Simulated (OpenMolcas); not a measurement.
Os6+ among 4 point charges of -2 e arranged as a square (D4h).

| Item | Value |
| --- | --- |
| Program | OpenMolcas |
| Method | SS-CASPT2, IPEA 0.25 Eh, imaginary shift 0.1 Eh (closed shells correlated: 5s 5p) |
| Basis | ANO-RCC-VDZP [7s6p4d2f1g] |
| Scalar Hamiltonian | DKH2, point nucleus |
| Active space | 2 electrons in 5 orbitals (5d) |
| State averaging | 2S+1 = 3 even, 10 roots; 2S+1 = 1 even, 15 roots |
| Spin-orbit coupling | RASSI with atomic mean-field integrals over the reference wave functions |

All point charges move together. At R = 1.83 Å the first state of the same spin is 1500 cm-1, and at R = 1.93 Å it is 860 cm-1.

Question: A third run gives 2420 cm-1. What distance was it run at?

Answer: With a power law R^-n the two known points give n = -ln(860 / 1500) / ln(1.93 / 1.83) = 10.46. Then R = 1.83 × (1500 / 2420)^(1/10.46) = 1.748 Å. The run was at 1.73 Å, so the estimate is off by +0.018 Å.

An orbital doublet at a regular site is open to a Jahn-Teller distortion, which this geometry leaves out. Free-ion shares, where given, are those of the reference states; single-state CASPT2 does not remix them. Spin-orbit coupling mixes the spin-free states strongly: the lowest level takes only 64 % from its leading state, 3E (figures for R = 1.73; the like holds for R = 1.83, R = 1.93). Point charges carry no covalency, so the field is a model and not that of real ligands. No measured value stands beside these numbers.
